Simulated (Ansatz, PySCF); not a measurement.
System: GeI$_{2}$, net charge 0, singlet state. 
Geometry from a B3LYP-D3(BJ)/def2-TZVP (Ansatz, a quantum-chemistry and plane-wave program) optimisation:
SMILES: [I][Ge][I]
```xyz
3

Ge     0.0170     0.0000     1.2404
I      1.0196    -1.7356    -0.3885
I     -1.0299     1.7355    -0.3605
```
Charge 0, spin multiplicity 1.

Wanted: atomisation energy (electronic, to ground-state atoms), in kJ/mol. Cores are frozen in the correlated levels unless marked. UHF or UKS for open shells. Spin-orbit coupling is left out. The frozen core is the preceding noble-gas configuration, with the filled d and f shells of earlier blocks. In def2 rows, elements after Kr have scalar-relativistic effective core potentials. The coupled-cluster limit lacks core correlation, which all-electron functionals hold. Basis-set limits of correlation are two-point, X^-3; Hartree-Fock from the larger set. The bracket is a focal-point correction in the basis named.

| level | program | atomisation energy (kJ/mol) |
|---|---|---|
| HF-D3(BJ)/def2-TZVPD | PySCF + dftd3 | 451.0 |
| revPBE-D4/def2-TZVPD | Ansatz + dftd4 | (withheld) |
| B3LYP-D4/def2-TZVPD | Ansatz + dftd4 | 604.8 |
| PBE0/def2-SVP | Ansatz | 595.3 |
| PBE0-D4/def2-TZVP | Ansatz + dftd4 | 613.4 |
| r2SCANh-D4/def2-TZVPD | Ansatz + dftd4 | (withheld) |
| HSE06-D3(BJ)/def2-TZVPD | Ansatz + dftd3 | (withheld) |
| CAM-B3LYP-D3(BJ)/def2-TZVPD | Ansatz + dftd3 | 577.0 |
| LC-wPBE-D3(BJ)/def2-TZVPD | Ansatz + dftd3 | 558.6 |
| LC-wPBE-D4/def2-TZVPD | Ansatz + dftd4 | 559.3 |
| wB97X-V/def2-TZVPD | Ansatz | (withheld) |
| B2GP-PLYP-D3(BJ)/def2-TZVPD | Ansatz + dftd3 | 605.9 |
| B2PLYP-D4/def2-TZVPD | Ansatz + dftd4 | 590.5 |
| RI-MP2/CBS(def2-TZVPPD,def2-QZVPPD)+[CCSD(T)-MP2]/def2-TZVPPD | Ansatz | 594.8 |

### Question
Complete the blanks.

### Answer

- revPBE-D4/def2-TZVPD, atomisation energy (kJ/mol): 620.1
- r2SCANh-D4/def2-TZVPD, atomisation energy (kJ/mol): 607.1
- HSE06-D3(BJ)/def2-TZVPD, atomisation energy (kJ/mol): 617.3
- wB97X-V/def2-TZVPD, atomisation energy (kJ/mol): 591.8
